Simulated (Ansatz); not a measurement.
Start from `[NH2][SnH]([OH])[SiH2]F` and change one atom or group to get `[OH][SnH]([Cl])[SiH2]F`.

Ansatz, PBE0-D4/def2-TZVP geometries, multiplicity 1. Each molecule was computed in one conformer, which needn't be the lowest.

Elements past krypton have def2 core potentials.

```json
{"property": "size of the dipole moment (ωB97M-V/def2-TZVPP) / D", "`[NH2][SnH]([OH])[SiH2]F`": "2.31"}
{"property": "HOMO energy (ωB97M-V/def2-TZVPP) / eV", "`[NH2][SnH]([OH])[SiH2]F`": "-9.53"}
{"property": "HOMO energy (PBE0/def2-TZVPP) / eV", "`[NH2][SnH]([OH])[SiH2]F`": "-7.33"}
{"property": "size of the dipole moment (PBE/def2-TZVPP) / D", "`[NH2][SnH]([OH])[SiH2]F`": "2.14"}
{"property": "HOMO–LUMO gap (PBE/def2-TZVPP) / eV", "`[NH2][SnH]([OH])[SiH2]F`": "4.14"}
{"property": "LUMO energy (PBE/def2-TZVPP) / eV", "`[NH2][SnH]([OH])[SiH2]F`": "-1.87"}
```

Task: What does the change do to each property? (Estimate.)

Result: Ansatz gave: 
```tsv
property	`[OH][SnH]([Cl])[SiH2]F`	shift
size of the dipole moment (ωB97M-V/def2-TZVPP) / D	1.88	-0.43
HOMO energy (ωB97M-V/def2-TZVPP) / eV	-10.16	-0.63
HOMO energy (PBE0/def2-TZVPP) / eV	-8.12	-0.79
size of the dipole moment (PBE/def2-TZVPP) / D	1.72	-0.42
HOMO–LUMO gap (PBE/def2-TZVPP) / eV	4.64	0.50
LUMO energy (PBE/def2-TZVPP) / eV	-2.20	-0.33
```

With PBE0 the HOMO falls by 0.79 eV and the LUMO falls by 0.33 eV, so the gap widens by about 0.46 eV. PBE moves the HOMO by -0.83 eV and ωB97M-V by -0.63 eV. Dipoles are sizes alone; their direction can turn.
